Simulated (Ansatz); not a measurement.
C₂H₅BClN, SMILES `CC(=N)BCl`. Total charge 0; spin multiplicity 1.

```xyz
10

C     0.428    0.955   -0.553
C    -0.315   -0.029    0.298
N    -1.245    0.277    1.121
B     0.002   -1.566    0.247
Cl    1.248   -2.176   -0.811
H     1.501    0.911   -0.343
H     0.316    0.708   -1.613
H     0.075    1.975   -0.386
H    -1.416    1.288    1.121
H    -0.593   -2.344    0.919
```

Question: Give the diagnostics of a CCSD(T)/def2-TZVPP run (frozen core, Ansatz). (Best estimate.)

Answer: Computed: T1 = 0.0121, largest single amplitude 0.032, largest double 0.057, (T) share of the correlation energy 4.3 %, 9 CCSD cycles. The RHF solution is unstable towards an unrestricted one. T1 lies under the customary mark of 0.02 for closed shells.
